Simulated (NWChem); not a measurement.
Two isomers of C4H5F, each optimised at PBE0/def2-SVP with NWChem. Flexible species stand in one conformer each, which need not be the lowest. 

A: C1=C(F)CC1
B: CC=C=CF

Question: Which is lower in energy, by how much, and how do their other properties compare?

Answer: A is lower by 13.4 kcal/mol in electronic energy; with zero-point energies, B − A = 11.9 kcal/mol.
```json
[
 {"": "highest occupied level (eV)", "A": "-7.01", "B": "-7.19"},
 {"": "orbital gap (eV)", "A": "7.83", "B": "7.03"},
 {"": "dipole (D)", "A": "1.33", "B": "2.02"},
 {"": "highest harmonic frequency (cm⁻¹)", "A": "3263", "B": "3206"},
 {"": "zero-point energy (kcal/mol)", "A": "50.0", "B": "48.5"}
]
```
